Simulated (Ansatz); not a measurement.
Abstraction of Cl: CClF3 + CH7Si2 → CF3 + CH7ClSi2

Species: CClF3 `FC(F)(F)Cl`, singlet; CH7Si2 `[SiH2]C[SiH3]`, doublet; CF3 (trifluoromethyl radical) `F[C](F)F`, doublet; CH7ClSi2 `[SiH3]C[SiH2]Cl`, singlet. A radical takes Cl: the energy is the difference in strength between the C–Cl bond broken and the Si–Cl bond made.

Shapes, held fixed at every level: PBE0-D4/def2-TZVP. Flexible molecules stand in one conformer, not always the lowest. Programs: Ansatz 0.2.0. The zero-point and thermal change to 298 K, harmonic and unscaled (PBE0-D4/def2-TZVP), is +3.2 kJ/mol.

```json
{"level": "HF/def2-SVP", "kind": "Hartree–Fock", "ΔH(298 K) (kJ/mol)": "-128.2", "less CCSD(T)/CBS estimate": "-20.5"}
{"level": "HF/def2-TZVPP", "kind": "Hartree–Fock", "ΔH(298 K) (kJ/mol)": "-138.2", "less CCSD(T)/CBS estimate": "-30.5"}
{"level": "r2SCAN0-D4/def2-TZVPP", "kind": "global hybrid", "ΔH(298 K) (kJ/mol)": "-112.4", "less CCSD(T)/CBS estimate": "-4.7"}
{"level": "wB97X-V/def2-TZVPP", "kind": "range-separated hybrid", "ΔH(298 K) (kJ/mol)": "-109.5", "less CCSD(T)/CBS estimate": "-1.8"}
{"level": "CCSD(T)/def2-SVP", "kind": "coupled cluster or CI", "ΔH(298 K) (kJ/mol)": "-88.0", "less CCSD(T)/CBS estimate": "+19.7"}
{"level": "CCSD(T)/def2-TZVPP", "kind": "coupled cluster or CI", "ΔH(298 K) (kJ/mol)": "-104.4", "less CCSD(T)/CBS estimate": "+3.3"}
{"level": "CCSD(T)/CBS estimate", "kind": "coupled cluster or CI", "ΔH(298 K) (kJ/mol)": "-107.7", "less CCSD(T)/CBS estimate": "0.0"}
```

The highest level, CCSD(T)/CBS estimate, gives ΔH(298 K) = -107.7 kJ/mol; the levels span -138.2 to -88.0. The column of differences is taken from that level and isn't an error. No measured value is set beside it here. Open shells run unrestricted unless RO is named. The CBS estimate extrapolates MP2 from def2-TZVPP and def2-QZVPP and adds CCSD(T) − MP2 in the triple-zeta set, cores frozen.
